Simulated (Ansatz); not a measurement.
In₁₄As₁₄H₃₄, a nanocrystal cut from wurtzite InAs (hydrogen-capped). The state is a triplet with charge 0. Geometry PBE-D4/def2-SVP, that of the neutral singlet; atoms count from 1.

```xyz
62

As   -3.580   -4.068   -1.105
In   -1.794   -5.461    0.485
In   -3.874   -2.391    3.258
As   -1.602   -3.267    2.030
In   -2.796   -2.090   -2.746
As   -0.561   -3.342   -3.685
In   -3.958    0.618    0.031
As   -3.575    0.254    2.625
As   -1.741   -0.300   -1.123
In   -0.228   -1.401    0.760
In    1.925   -2.438   -3.127
As    1.904   -2.514   -0.465
In   -1.428    1.402    3.695
As    0.683    0.426    2.420
In    1.900   -0.777    4.498
In    4.298   -1.683    0.400
As    4.037   -1.810    3.067
As   -3.632    3.278   -0.445
In   -0.432    1.546   -2.548
As    1.747    0.200   -3.458
In   -1.391    4.683    0.163
As   -1.456    3.973    2.774
As    0.609    3.307   -0.858
In    2.055    2.323    1.156
In    4.159    1.155   -2.795
As    3.985    0.914   -0.142
In    1.830    5.330   -2.160
As    3.884    3.795   -3.205
H    -4.533   -4.952   -1.910
H    -4.641   -3.440   -0.202
H    -2.684   -6.737    1.257
H    -0.404   -5.607   -0.561
H    -5.174   -2.949    2.234
H    -3.684   -2.570    4.974
H    -0.608   -3.606    3.142
H    -3.857   -1.632   -4.042
H    -0.597   -4.792   -3.209
H    -0.672   -3.637   -5.180
H    -5.468    0.061   -0.643
H    -4.763    0.974    3.272
H     3.173   -3.290   -3.987
H     1.830   -4.006   -0.137
H    -1.391    1.429    5.438
H     0.986   -2.199    4.917
H     2.620    0.414    5.538
H     5.689   -2.476   -0.284
H     4.302   -3.274    3.418
H     5.370   -1.283    3.599
H    -4.850    4.061    0.050
H    -3.896    3.489   -1.935
H    -1.366    2.195   -3.875
H     1.719    0.354   -4.981
H    -1.591    6.393   -0.099
H    -2.545    4.788    3.474
H    -0.272    4.683    3.430
H     2.749    3.551    2.186
H     5.523    0.399   -3.570
H     5.310    1.516    0.335
H     0.883    5.765   -3.553
H     2.620    6.362   -1.005
H     4.003    3.970   -4.719
H     5.254    4.386   -2.874
```

In the def2 sets In takes a core potential; there is no spin–orbit coupling. Single mean-field runs in def2-SVP are fitted with def2-universal-jkfit. At PBE0-D4/def2-SVP a singlet of charge 0 lies 3.65 eV below the triplet at the same geometry.

**Question.** Estimate the Mulliken populations of the heavy atoms from the PBE0/def2-SVP orbitals of Ansatz.

**Answer.** 
```tsv
atom	charge (e)	spin (α − β)
As1	-0.15	0.01
In2	0.25	0.05
In3	0.24	0.05
As4	-0.23	0.33
In5	0.30	0.06
As6	-0.14	0.00
In7	0.30	0.03
As8	-0.29	0.06
As9	-0.39	0.11
In10	0.27	0.29
In11	0.31	0.04
As12	-0.29	0.03
In13	0.32	0.03
As14	-0.36	0.26
In15	0.24	0.04
In16	0.30	0.03
As17	-0.14	0.00
As18	-0.16	0.03
In19	0.31	0.05
As20	-0.31	0.00
In21	0.34	-0.01
As22	-0.16	0.04
As23	-0.43	0.09
In24	0.31	0.08
In25	0.32	0.00
As26	-0.31	0.00
In27	0.27	0.05
As28	-0.14	0.00
```
Mulliken values depend strongly on the basis.

**Question.** Where does the spin sit?

**Answer.** Summed by element: As 0.96, In 0.79, H 0.25, of 2 unpaired in all. Largest on single atoms: As4 0.33, In10 0.29, As14 0.26.

**Question.** And the Mayer bond orders between heavy atoms (over 0.3)?

**Answer.** As1–In2 0.59 (2.77 Å); As1–In5 0.74 (2.69 Å); In2–As4 0.70 (2.69 Å); In3–As4 0.68 (2.73 Å); In3–As8 0.63 (2.74 Å); As4–In10 0.56 (2.64 Å); In5–As6 0.66 (2.73 Å); In5–As9 0.80 (2.64 Å); As6–In11 0.68 (2.70 Å); In7–As8 0.81 (2.65 Å); In7–As9 0.80 (2.66 Å); In7–As18 0.65 (2.72 Å); As8–In13 0.77 (2.66 Å); As9–In10 0.67 (2.65 Å); As9–In19 0.69 (2.68 Å); In10–As12 0.63 (2.70 Å); In10–As14 0.62 (2.63 Å); In11–As12 0.80 (2.66 Å); In11–As20 0.78 (2.66 Å); As12–In16 0.77 (2.68 Å); In13–As14 0.83 (2.65 Å); In13–As22 0.63 (2.73 Å); As14–In15 0.71 (2.69 Å); As14–In24 0.66 (2.66 Å); In15–As17 0.56 (2.77 Å); In16–As17 0.75 (2.68 Å); In16–As26 0.76 (2.67 Å); As18–In21 0.68 (2.71 Å); In19–As20 0.70 (2.72 Å); In19–As23 0.77 (2.65 Å); As20–In25 0.77 (2.68 Å); In21–As22 0.69 (2.71 Å); In21–As23 0.86 (2.63 Å); As23–In24 0.76 (2.67 Å); As23–In27 0.65 (2.70 Å); In24–As26 0.70 (2.72 Å); In25–As26 0.78 (2.67 Å); In25–As28 0.74 (2.68 Å); In27–As28 0.58 (2.77 Å).
